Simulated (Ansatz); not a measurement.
Reactions of BrClF$_{2}$Sn, SMILES `[F][Sn]([F])([Cl])[Br]`.

Calculated with Ansatz (gas phase, PBE0-D4/def2-TZVP geometries, no zero-point term in ΔE). CCSD(T)/CBS is the MP2 limit (def2-TZVPP, def2-QZVPP) plus CCSD(T) − MP2 in def2-TZVPP, frozen cores. This one scheme is used for every species, atoms too. Functionals use def2-TZVPP. Open shells (•) are unrestricted, without spin–orbit coupling. Spin–orbit coupling would lower the free atoms: a little for Cl, F; clearly for Br; strongly for Sn. def2 core potentials past Kr. For Br, I, Sn outer-core shells are correlated without core-valence functions, so the limit isn't a true one: a few kJ/mol of doubt a bond, and 10 to 20 or more in all where bonds break to atoms. Scalar relativity is left out up to krypton. Each species was taken in one conformer, which may not be the lowest.

| reaction | CCSD(T)/CBS(def2) (eV) |
| --- | --- |
| `[F][Sn]([F])([Cl])[Br]` → `ClBr` + `[F][Sn][F]` | 2.60 |
| `[F][Sn]([F])([Cl])[Br]` + H–F → `[F][Sn]([F])([F])[Br]` + HCl | 0.43 |
| `[F][Sn]([F])([Cl])[Br]` → Cl• + `[F][Sn]([F])[Br]`• | ? |
| `[F][Sn]([F])([Cl])[Br]` + CH₄ → `[CH3][Sn]([F])([F])[Cl]` + HBr | 0.88 |
| `[F][Sn]([F])([Cl])[Br]` + HI → `[F][Sn]([F])([Cl])[I]` + HBr | ? |
| `[F][Sn]([F])([Cl])[Br]` → `[Cl][Sn][Br]` + F₂ | 6.22 |
| `[F][Sn]([F])([Cl])[Br]` → Br• + Cl• + 2 F• + Sn• | 15.75 |
| `[F][Sn]([F])([Cl])[Br]` + HCl → `[F][Sn]([Cl])([Cl])[Br]` + H–F | ? |
| `[F][Sn]([F])([Cl])[Br]` → `FBr` + `[F][Sn][Cl]` | 3.53 |
| `[F][Sn]([F])([Cl])[Br]` + `CO[SiH](Br)O[SiH3]` → `[F][Sn]([F])([Br])[Br]` + `CO[SiH](Cl)O[SiH3]` | -0.22 |

Q: Fill in the missing values. (Estimate.)

A: Computed: `[F][Sn]([F])([Cl])[Br]` → Cl• + `[F][Sn]([F])[Br]`•: +3.82 eV; `[F][Sn]([F])([Cl])[Br]` + HI → `[F][Sn]([F])([Cl])[I]` + HBr: -0.16 eV; `[F][Sn]([F])([Cl])[Br]` + HCl → `[F][Sn]([Cl])([Cl])[Br]` + H–F: -0.41 eV.

Largest T1 diagnostic: 0.017, for `[F][Sn][F]`.
